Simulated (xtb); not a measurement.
Species: C$_{8}$H$_{6}$Te, SMILES `c1ccc2c[te]cc2c1` (charge 0, multiplicity 1).

Give a relaxed geometry from GFN2-xTB (xtb 6.7.1).

the end point of this relaxation (outside a Z-matrix the atoms follow the SMILES, hydrogens last).
Z-matrix (Å, degrees):
```
C
C 1 1.3705
H 2 1.0745 1 123.84
C 1 1.4239 2 124.73 3 0.00
C 4 1.3564 1 120.31 2 -180.00
H 5 1.0803 4 120.36 1 -180.00
H 4 1.0804 5 121.25 6 0.00
C 5 1.4190 6 118.68 4 -180.00
C 8 1.3564 5 120.95 6 180.00
H 8 1.0803 9 120.36 5 -180.00
H 9 1.0804 8 121.25 10 0.00
C 9 1.4239 11 118.44 8 -180.00
C 12 1.3704 9 124.73 11 0.00
H 13 1.0747 12 123.86 9 0.00
Te 2 2.0565 3 123.13 1 180.00
```
